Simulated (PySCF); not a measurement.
C₄H₁₀BN, SMILES C=C(C)B(C)N.

The structure is a stationary point at TPSSh-D3(BJ)/def2-SVP. The structure was generated by enumeration, and PubChem lists no compound with its InChIKey, so it may never have been made. The values are those of a single conformer.

Two levels are set side by side: TDA-PBE/def2-SVPD (PySCF) and TDA-M06-2X/def2-SVPD (PySCF). Vertical, same geometry. The lowest singlet is HOMO→LUMO+1 100 % with PBE and HOMO−1→LUMO+1 74 % with the other functional; states are paired by order. Differences are taken from unrounded values.

| quantity | TDA-M06-2X |
|---|---|
| lowest singlet excitation (eV) | 6.38 |
| lowest triplet excitation (TDA) (eV) | 4.28 |
| first bright state (f over 0.05) (eV) | 6.63 |
| its oscillator strength | 0.23 |

Task: What does TDA-PBE give, and how far is it from TDA-M06-2X? (Estimate from the structure and the level; the computed values follow.)

Result: 
```csv
quantity,TDA-PBE,TDA-PBE minus TDA-M06-2X
lowest singlet excitation (eV),5.65,-0.72
lowest triplet excitation (TDA) (eV),3.93,-0.34
first bright state (f over 0.05) (eV),5.85,-0.78
its oscillator strength,0.12,-0.11
```

Functionals without exact exchange tend to place singlet excitations lower, as here. Differences between two approximate levels are no errors against the true value.

Rough cost on one machine, each run with all the roots and properties that it gave: TDA-M06-2X against TDA-PBE about 9 times.
